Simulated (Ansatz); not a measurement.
C3H8OSi (`C[SiH]1CCO1`), charge 0, multiplicity 1.

Q: Give a relaxed structure at PBE0-D4/def2-TZVP (the Gaussian-basis code of Ansatz). (An estimate is asked.)

A: Ansatz gave: 
Z-matrix (Å, degrees):
```
Si
C 1 1.876
C 1 2.272 2 42.4
C 1 1.857 2 120.1 3 115.3
O 1 1.671 2 81.9 3 1.5
H 1 1.492 2 116.4 3 -110.2
H 2 1.090 1 116.8 3 -113.1
H 2 1.089 1 117.8 3 113.7
H 3 1.093 1 123.6 2 -96.2
H 3 1.093 1 126.9 2 94.9
H 4 1.092 1 111.4 2 -40.5
H 4 1.094 1 110.4 2 -160.8
H 4 1.094 1 110.5 2 80.3
```
This is one stationary point; other conformers may exist.
